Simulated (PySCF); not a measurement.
Ge(H)(F)2(NH2) (F2GeH3N), SMILES [NH2][GeH]([F])[F].

Geometry optimised at ωB97X-D3(BJ)/def2-SVP. A frequency run showed that this geometry is not a minimum. One conformer was computed; it need not be the lowest.

Calculation: CAM-B3LYP/def2-TZVPD (PySCF).

Gas-phase values at a fixed geometry.

| Property | Value |
|---|---|
| total energy | -2333.51803 hartree |
| point group | Cs |
| highest occupied level | -9.75 eV |
| lowest empty level | 0.41 eV |
| orbital gap | 10.16 eV |
| dipole moment | 3.62 D |
| quadrupole, principal values (traceless, Buckingham form, about the centre of nuclear charge) | -3.96, -1.35, 5.31 D·Å |
| mean static polarisability | 38.0 bohr³ (5.63 Å³) |
| polarisability, principal values | 36.0, 36.1, 41.9 bohr³ |
